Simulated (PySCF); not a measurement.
## Deuteron quadrupole couplings in `C[SiH2]C[C@H](CF)[SiH2]Cl`

Species: C₄H₁₂ClFSi₂.
Structure used (GFN2-xTB), in Å, numbered top down from 1:
```xyz
20
C4H12ClFSi2 angstrom
C      3.217   -0.631   -0.221
Si     1.695    0.417   -0.644
C      0.159   -0.440    0.094
C     -1.181    0.245   -0.204
C     -1.310    1.552    0.561
F     -1.423    1.311    1.913
Si    -2.653   -0.906    0.227
Cl    -2.603   -2.457   -1.064
H      3.125   -1.642   -0.607
H      4.115   -0.197   -0.646
H      3.364   -0.702    0.854
H      1.884    1.772   -0.106
H      1.515    0.517   -2.099
H      0.262   -0.534    1.176
H      0.126   -1.460   -0.299
H     -1.216    0.505   -1.267
H     -2.213    2.099    0.273
H     -0.432    2.191    0.435
H     -3.918   -0.198    0.041
H     -2.519   -1.431    1.580
```

Level: PBE0/pcSseg-1 (PySCF, non-relativistic); Q(2H) = 0.00286 b; rigid geometry, the same for H and D, with no vibrational averaging.

Question: Rank these positions by the coupling χzz of a deuteron there, largest first.
A. H19 (Si–H hydrogen)
B. H10 (methyl hydrogen)
C. H17 (methylene hydrogen)
D. H15 (methylene hydrogen)

Answer: B (219 kHz), D (205 kHz), C (194 kHz), A (108 kHz).

Question: Give the electric field gradient Vzz (the principal value of largest size), its asymmetry and the 2H coupling at each hydrogen.

Answer: 
| atom | bonded to | bond length (Å) | Vzz (au) | η | χzz (kHz) |
| --- | --- | --- | --- | --- | --- |
| H9 | C1 | 1.086 | 0.3248 | 0.01 | 218 |
| H10 | C1 | 1.085 | 0.3266 | 0.01 | 219 |
| H11 | C1 | 1.086 | 0.3244 | 0.01 | 218 |
| H12 | Si2 | 1.470 | 0.1578 | 0.03 | 106 |
| H13 | Si2 | 1.470 | 0.1582 | 0.02 | 106 |
| H14 | C3 | 1.092 | 0.3076 | 0.03 | 207 |
| H15 | C3 | 1.093 | 0.3045 | 0.05 | 205 |
| H16 | C4 | 1.095 | 0.2994 | 0.02 | 201 |
| H17 | C5 | 1.095 | 0.2887 | 0.07 | 194 |
| H18 | C5 | 1.094 | 0.2887 | 0.06 | 194 |
| H19 | Si7 | 1.462 | 0.1605 | 0.03 | 108 |
| H20 | Si7 | 1.457 | 0.1642 | 0.01 | 110 |

Question: Average by the element that carries the hydrogen.

Answer: on C: 207 kHz over 8 positions, mean bond length 1.091 Å; on Si: 108 kHz over 4 positions, mean bond length 1.465 Å.

Question: How does χzz go with the bond length over the 8 C–H bonds?

Answer: A straight-line fit has a slope of -24.1 kHz for each 0.01 Å, with a correlation coefficient of -0.94, over lengths from 1.085 to 1.095 Å. The longer bonds have the smaller couplings here.

Geometry: GFN2-xTB, one conformer, isolated molecule. GFN2-xTB bond lengths can be off by several hundredths of an ångström, more for odd bonds, and the gradients follow them. The basis is small and wasn't made for field gradients, so the couplings can be 20 % off.
